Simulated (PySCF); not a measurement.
C2H3ClFGa.

```xyz
8

Ga    -0.1395    -0.2804     0.2405
F     -0.6275    -1.0991     1.7062
Cl     0.5731     1.7086     0.5511
C     -0.2092    -1.0566    -1.5167
C      0.2129    -0.3340    -2.5628
H     -0.5836    -2.0744    -1.6736
H      0.1974    -0.7294    -3.5862
H      0.5940     0.6874    -2.4422
```
Charge 0, spin multiplicity 1.

The structure is a stationary point at ωB97X-D3(BJ)/def2-SVP. The structure was generated by enumeration; whether it is a known compound was not checked. The values are those of a single conformer.

These are B3LYP/pcSseg-1 (PySCF) values and carry that method's errors. Non-relativistic, no solvent.

Computed absolute GIAO shielding of each atom: isotropic value and principal components (ppm):
```json
[
 {"atom": "Ga1", "σ(iso)": "1410.9", "σ11": "1178.3", "σ22": "1409.2", "σ33": "1645.3", "span": "467.0"},
 {"atom": "F2", "σ(iso)": "294.4", "σ11": "158.0", "σ22": "353.9", "σ33": "371.2", "span": "213.2"},
 {"atom": "Cl3", "σ(iso)": "926.4", "σ11": "710.0", "σ22": "1005.8", "σ33": "1063.4", "span": "353.4"},
 {"atom": "C4", "σ(iso)": "40.1", "σ11": "-63.9", "σ22": "26.9", "σ33": "157.3", "span": "221.2"},
 {"atom": "C5", "σ(iso)": "21.0", "σ11": "-113.0", "σ22": "19.9", "σ33": "156.0", "span": "269.0"},
 {"atom": "H6", "σ(iso)": "25.2", "σ11": "23.7", "σ22": "24.1", "σ33": "27.7", "span": "4.0"},
 {"atom": "H7", "σ(iso)": "24.4", "σ11": "21.6", "σ22": "23.8", "σ33": "27.7", "span": "6.2"},
 {"atom": "H8", "σ(iso)": "24.6", "σ11": "20.9", "σ22": "22.6", "σ33": "30.5", "span": "9.6"}
]
```
